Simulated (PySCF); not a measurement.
C5H15Si2 (SMILES C[Si](C)[Si](C)(C)C), doublet, geometry from GFN2-xTB.

Here is a job for PySCF.
```python
from pyscf import gto, scf, dft

mol = gto.M(
    atom='''
C     2.174466   -1.128781    1.194359
Si    1.297621    0.346148    0.339385
C     2.324098    0.701249   -1.240331
Si   -0.964328    0.026730   -0.039359
C    -1.490357   -1.422906   -1.190331
C    -1.827972   -0.264014    1.640943
C    -1.685004    1.623798   -0.803448
H     1.654943   -1.420996    2.101927
H     2.201089   -1.995419    0.536392
H     3.199931   -0.892932    1.464084
H     2.347623   -0.172341   -1.889169
H     1.897191    1.521687   -1.809205
H     3.352615    0.962400   -1.008180
H    -1.141848   -2.374961   -0.798667
H    -2.569746   -1.491628   -1.304573
H    -1.063547   -1.303784   -2.182746
H    -1.624963    0.547716    2.332082
H    -1.485931   -1.183039    2.106508
H    -2.905732   -0.336911    1.528759
H    -1.253156    1.823984   -1.779008
H    -2.761243    1.554708   -0.931344
H    -1.484698    2.485147   -0.174374
''',
    basis='sto-3g',
    charge=0,
    spin=1,
    verbose=4,
)

mf = dft.UKS(mol)
mf.xc = 'r2scan'
mf = mf.density_fit(auxbasis='def2-universal-jkfit')
mf.kernel()
```

Q: What does this run give for the Mulliken (on the basis functions themselves) charges in atom order, nuclear repulsion energy, total energy, <S^2>, number of basis functions?

A: 
```json
{
  "Mulliken (on the basis functions themselves) charges in atom order": "C1 -0.40, Si2 0.41, C3 -0.40, Si4 0.59, C5 -0.40, C6 -0.41, C7 -0.41, H8 0.07, H9 0.07, H10 0.07, H11 0.07, H12 0.07, H13 0.07, H14 0.07, H15 0.07, H16 0.07, H17 0.07, H18 0.07, H19 0.07, H20 0.07, H21 0.07, H22 0.07",
  "nuclear_repulsion_energy": "450.8131 Eh",
  "total_energy": "-769.3643 Eh",
  "<S^2>": "0.752",
  "number_of_basis_functions": "58"
}
```

These values belong to the state on which the SCF converged, which isn't shown to be the lowest.

Q: Roughly what does it cost on one core?

A: very roughly 30 core-seconds.
